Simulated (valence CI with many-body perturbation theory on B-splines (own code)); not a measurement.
**Ir45+: calculated level list**

Method: valence CI with perturbative core correlation (CI+MBPT): four valence electrons over a frozen Dirac-Fock core [Ar] 3d10, a basis of 11 s, 11 p, 9 d, 7 f, 5 g, 2 h, 1 i functions for each j, with the one-electron correlation potential Σ1 (screened to all orders), the two-electron term Σ2, the three-electron term Σ3, Breit, model QED; selected single and double excitations, second order for the rest (own B-spline code, finite nucleus).

The last digits are not significant, and no measured levels were compared; by estimate large intervals hold to a few tenths of a per cent, small ones and those within an open d or f shell to about a per cent.

Levels 46 to 67 of 67, with energies above the lowest level, (4s^2 4p1/2^2) J=0. "Leading %" is the weight of the configuration and term that name the level; weights of strongly mixed levels are sums over their largest components and can fall short. In the jj column 3d3/2^4 stands for four electrons in 3d with j = 3/2.

```tsv
No.	Configuration	Term	J	E (eV)	Leading %	g	Leading jj
46	4s 4p2 4d	5P	1	512.37	25	1.556	4s 4p1/2 4p3/2 4d3/2 (95 %)
47	4s 4p2 4d	3D	2	512.69	28	1.428	4s 4p1/2 4p3/2 4d3/2 (89 %)
48	4s 4p2 4d	3D	1	514.91	35	1.058	4s 4p1/2 4p3/2 4d3/2 (90 %)
49	4s 4p2 4d	3G	3	519.45	39	0.903	4s 4p1/2 4p3/2 4d3/2 (80 %)
50	4s 4p2 4d	3G	5	522.69	56	1.281	4s 4p1/2 4p3/2 4d5/2 (98 %)
51	4s 4p2 4d	3P	2	523.70	38	1.358	4s 4p1/2 4p3/2 4d5/2 (93 %)
52	4s 4p2 4d	3D	1	525.16	55	0.952	4s 4p1/2 4p3/2 4d3/2 (66 %)
53	4s 4p2 4d	3F	3	530.24	37	1.240	4s 4p1/2 4p3/2 4d5/2 (90 %)
54	4s 4p2 4d	3P	0	531.07	78		4s 4p1/2 4p3/2 4d3/2 (82 %)
55	4s 4p2 4d	3F	2	533.89	32	1.032	4s 4p1/2 4p3/2 4d3/2 (63 %)
56	4s 4p2 4d	3P	1	534.12	47	1.199	4s 4p1/2 4p3/2 4d5/2 (53 %)
57	4s 4p2 4d	3D	3	535.75	55	1.266	4s 4p1/2 4p3/2 4d5/2 (86 %)
58	4s 4p2 4d	1D	2	536.60	38	1.098	4s 4p1/2 4p3/2 4d5/2 (63 %)
59	4s 4p2 4d	1G	4	537.40	49	1.140	4s 4p1/2 4p3/2 4d5/2 (88 %)
60	4s 4p2 4d	3D	3	544.24	38	1.214	4s 4p1/2 4p3/2 4d5/2 (89 %)
61	4s 4p2 4d	3D	1	544.63	47	0.839	4s 4p1/2 4p3/2 4d5/2 (93 %)
62	4s 4p2 4d	3F	4	544.80	44	1.154	4s 4p1/2 4p3/2 4d5/2 (87 %)
63	4s 4p2 4d	3P	1	551.04	33	1.371	4s 4p1/2 4p3/2 4d5/2 (95 %)
64	4s 4p2 4d	3D	2	552.19	45	1.164	4s 4p1/2 4p3/2 4d5/2 (92 %)
65	4s 4p2 4d	3P	0	552.22	44		4s 4p1/2 4p3/2 4d5/2 (84 %)
66	4s 4p2 4d	1F	3	554.09	39	1.066	4s 4p1/2 4p3/2 4d5/2 (88 %)
67	4s 4p2 4d	3P	2	556.61	37	1.152	4s 4p1/2 4p3/2 4d5/2 (88 %)
```
